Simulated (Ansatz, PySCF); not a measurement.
Species: CH5OSi, charge 0, doublet. CH5OSi (SMILES CO[SiH2], doublet).
B3LYP-D3(BJ)/def2-TZVP minimum from Ansatz (a quantum-chemistry and plane-wave program):
```xyz
8

Si     1.0241    -0.4397    -0.0542
O     -0.2363     0.6239    -0.0976
C     -1.6044     0.2678     0.0247
H      2.2442     0.3875     0.1323
H      0.8432    -1.3890     1.0880
H     -2.1710     1.1760     0.2283
H     -1.9747    -0.1783    -0.9023
H     -1.7620    -0.4388     0.8456
```
Charge 0, spin multiplicity 2.

Atomisation energy term by term, kcal/mol (programs: Ansatz). UHF or UKS for unpaired electrons; spin-orbit terms are left out. Correlated methods leave the cores frozen. Rows without X2C or -DK are non-relativistic. CBS(X,Y): correlation extrapolated as X^-3, Hartree-Fock from the larger set. A bracket is a step between two methods taken in the basis named. '+ core + X2C': CCSD(T) terms for core correlation (cc-pwCVTZ, 1s frozen past Ne) and scalar relativity (cc-pVTZ-DK). For partners of very few electrons the exact lower level stands in for a higher one.

```csv
term,basis,kcal/mol
Hartree-Fock,cc-pV(Q+d)Z,478.74
CCSD correlation,"CBS(cc-pV(T+d)Z,cc-pV(Q+d)Z)",159.56
(T),"CBS(cc-pV(T+d)Z,cc-pV(Q+d)Z)",8.70
CCSDT(Q) - CCSD(T),cc-pV(D+d)Z,0.53
core correlation,cc-pwCVTZ,1.15
scalar relativity,"X2C, cc-pVTZ-DK",-1.10
minus zero-point energy,"harmonic, PySCF's Hessian at B3LYP-D3(BJ)/def2-TZVP",-35.92
sum: D0,,611.7
```
